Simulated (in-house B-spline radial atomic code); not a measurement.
Settings and results of a run for S¹⁰⁺. Method: Dirac-Kohn-Sham LDA PW92, spherical fractional occupations, Fermi nucleus of rms radius 3.2611 fm. Calculated with a B-spline radial code for spherical atoms.

Command:
```bash
python run_scf.py task.json out
```
Settings (nuclear radius in fm, mass in u):
```
Z                16
configuration    [He] 2s2 2p2
hamiltonian      dirac
method           lda,pw
spin_polarised   False
nucleus          fermi
rms_radius       3.2611
atomic_mass      31.97207
speed_of_light   137.035999084
```

Output (hartree, bohr):
```
 radial grid: 61 intervals, B-splines of order 8, outer radius 3.7383 bohr

 iter        energy (Eh)    residual
    1        -332.434884    7.50e-01
    2        -334.538012    8.06e-02
    3        -334.564338    3.49e-02
    4        -334.569431    1.52e-02
    5        -334.570621    1.98e-03
    6        -334.570641    8.98e-06
    7        -334.570641    2.96e-08

 total energy                      -334.57064
 kinetic                             336.3052
 electron-nucleus                   -718.2367
 Hartree                              62.1615
 exchange-correlation                -14.8007

 first-order corrections (not in the total)
   Gaunt                             0.0733
   retardation                      -0.0035
   frequency dependence             -0.0000
   self-energy                       0.0620
   Uehling                          -0.0041
   Wichmann-Kroll                    0.0000
   recoil                            0.0053

 orbital      occ     eigenvalue          <r>       <r^2>       <1/r>       r_max    small
 1s1/2      2.000      -102.4230    0.0967363   0.0125737     15.6602     0.06339  3.23e-03
 2s1/2      2.000       -18.8552     0.431595    0.218651     3.42982      0.3652  6.18e-04
 2p1/2      0.667       -17.3678     0.378147    0.174085     3.36892      0.2944  5.99e-04
 2p3/2      1.333       -17.3043     0.379805    0.175477     3.34785      0.2958  5.97e-04
```

Time taken, with all properties: 0.37 s on 1 thread of Arm Neoverse V1, with other jobs on the host.

For the Dirac Hamiltonian the kinetic term is c α·p + (β - 1)c².
